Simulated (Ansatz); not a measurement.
`[NH2][Zr]([NH2])([NH2])[Cl]` and `[NH2][Zr]([NH2])([NH2])[OH]` differ in one atom or group.

Ansatz, PBE0-D4/def2-TZVP geometries, multiplicity 1. Each molecule was computed in one conformer, which needn't be the lowest.

Elements past krypton have def2 core potentials.

```json
{"property": "HOMO energy (B3LYP/def2-TZVPP) / eV", "`[NH2][Zr]([NH2])([NH2])[Cl]`": "-7.13"}
{"property": "size of the dipole moment (ωB97M-V/def2-TZVPP) / D", "`[NH2][Zr]([NH2])([NH2])[Cl]`": "2.83"}
{"property": "size of the dipole moment (B3LYP/def2-TZVPP) / D", "`[NH2][Zr]([NH2])([NH2])[Cl]`": "2.87"}
{"property": "HOMO energy (PBE0/def2-TZVPP) / eV", "`[NH2][Zr]([NH2])([NH2])[Cl]`": "-7.37"}
{"property": "size of the dipole moment (PBE/def2-TZVPP) / D", "`[NH2][Zr]([NH2])([NH2])[Cl]`": "2.90"}
{"property": "LUMO energy (ωB97M-V/def2-TZVPP) / eV", "`[NH2][Zr]([NH2])([NH2])[Cl]`": "0.77"}
```

Problem. What does the change do to each property? (Best estimate.)

Solution. Computed: 
```json
{"property": "HOMO energy (B3LYP/def2-TZVPP) / eV", "`[NH2][Zr]([NH2])([NH2])[OH]`": "-6.49", "shift": "0.64"}
{"property": "size of the dipole moment (ωB97M-V/def2-TZVPP) / D", "`[NH2][Zr]([NH2])([NH2])[OH]`": "0.63", "shift": "-2.20"}
{"property": "size of the dipole moment (B3LYP/def2-TZVPP) / D", "`[NH2][Zr]([NH2])([NH2])[OH]`": "0.56", "shift": "-2.31"}
{"property": "HOMO energy (PBE0/def2-TZVPP) / eV", "`[NH2][Zr]([NH2])([NH2])[OH]`": "-6.72", "shift": "0.65"}
{"property": "size of the dipole moment (PBE/def2-TZVPP) / D", "`[NH2][Zr]([NH2])([NH2])[OH]`": "0.52", "shift": "-2.38"}
{"property": "LUMO energy (ωB97M-V/def2-TZVPP) / eV", "`[NH2][Zr]([NH2])([NH2])[OH]`": "0.86", "shift": "0.09"}
```

With PBE0 the HOMO rises by 0.65 eV and the LUMO rises by 0.39 eV, so the gap narrows by about 0.26 eV. PBE moves the HOMO by 0.63 eV and ωB97M-V by 0.65 eV. The zero-point energy changes by 27.2 kJ/mol with +3 modes. Dipoles are sizes alone; their direction can turn.

Positive LUMOs are unbound, so they and the gaps depend on the basis.

B3LYP here is the variant with VWN-RPA as its local correlation; programs differ in this.
